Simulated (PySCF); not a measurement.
J couplings in C$_{4}$H$_{8}$BFO$_{2}$

Geometry (Å), atoms numbered from 1 in this order:
```xyz
16

C     2.0501    0.4945   -0.6289
C     1.0661   -0.2508    0.2556
C    -0.3215   -0.3424   -0.3488
O    -0.8453    0.9604   -0.5994
B    -1.8875    1.1575    0.2465
O    -2.1620    0.0571    1.0207
C    -1.3606   -0.9894    0.5819
F    -2.1296   -1.8805   -0.1051
H     2.1986   -0.0287   -1.5862
H     1.6797    1.5047   -0.8540
H     3.0314    0.5892   -0.1421
H     1.4205   -1.2777    0.4496
H     0.9858    0.2426    1.2405
H    -0.2982   -0.9010   -1.2985
H    -2.5000    2.1838    0.3300
H    -0.9279   -1.5226    1.4444
```

Indirect spin–spin couplings were computed at B3LYP/pcJ-1 (spin–dipole term only in couplings to heteroatoms) (PySCF 2.14) on a PBE0-D3(BJ)/def2-SVP structure, for the isolated molecule, without vibrational or relativistic corrections. Couplings are averaged over pairs made equivalent by symmetry, fast rotation or ring inversion, so a value needn't be that of the named pair in this geometry, while other rotamers aren't included; one pair stands for each set, and the list holds a selection of those of at least 0.8 Hz over up to four bonds, among pairs with at least one C or B or F or H atom (others weren't computed). One-bond C–F couplings come out tens of Hz too large with common functionals.

Isotopes: ¹³C, ¹⁹F, ¹¹B, ¹H, ¹⁷O. Couplings to quadrupolar nuclei such as 17O and 33S are rarely resolved in practice.

| pair | bonds | J (Hz) |
| --- | --- | --- |
| C1, C2 | 1 | 37.9 |
| C1, H9 | 1 | 134.0 |
| C2, C3 | 1 | ? |
| C2, H12 | 1 | ? |
| C2, H13 | 1 | 131.0 |
| C3, O4 | 1 | 21.0 |
| C3, C7 | 1 | 41.4 |
| C3, H14 | 1 | 156.0 |
| O4, B5 | 1 | 2.0 |
| B5, O6 | 1 | 3.3 |
| B5, H15 | 1 | 196.5 |
| O6, C7 | 1 | 23.5 |
| C7, F8 | 1 | ? |
| C7, H16 | 1 | ? |
| C3, H13 | 2 | -6.3 |
| C3, H16 | 2 | 8.9 |
| O4, H15 | 2 | ? |
| O6, F8 | 2 | -33.7 |
| C2, H16 | 3 | 3.7 |
| B5, F8 | 3 | -1.5 |
| B5, H16 | 3 | 5.0 |
| C7, H12 | 3 | 1.4 |
| F8, H14 | 3 | ? |
| H14, H16 | 3 | ? |
| F8, H13 | 4 | ? |
| F8, H15 | 4 | 0.9 |

Task: Estimate the withheld couplings, with signs.

Result: 
- ¹J(C2,C3) = 40.2 Hz (bond length 1.516 Å)
- ¹J(C2,H12) = 129.8 Hz (bond length 1.104 Å, sp3 carbon)
- ¹J(C7,F8) = -287.3 Hz (bond length 1.363 Å)
- ¹J(C7,H16) = 186.9 Hz (bond length 1.102 Å, sp3 carbon)
- ²J(O4,H15) = -24.6 Hz (angle at B5 124°)
- ³J(F8,H14) = 25.4 Hz (dihedral angle 12°)
- ³J(H14,H16) = 1.4 Hz (dihedral angle 109°)
- ⁴J(F8,H13) = -1.7 Hz
